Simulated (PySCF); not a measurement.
C₂H₆BNO₂Si, SMILES N[SiH2]C#CB(O)O.

The structure is a stationary point at ωB97X-D3(BJ)/def2-SVP. The structure was generated by enumeration, and PubChem lists no compound with its InChIKey, so it may never have been made. One conformer was computed; it need not be the lowest.

Vertical ionisation energy (IE) and electron affinity (EA) in eV. Rows of orbital energies are one-electron estimates. Where ΔSCF, EOM or ADC give a negative EA the extra electron is unbound and the value depends on the basis.

```
level                                         IE     EA
-----------------------------------------  -----  -----
−ε(HOMO), −ε(LUMO), HF/def2-TZVP (PySCF)   10.90  -2.48
−ε(HOMO), −ε(LUMO), PBE/def2-TZVP (PySCF)   6.22   1.85
```
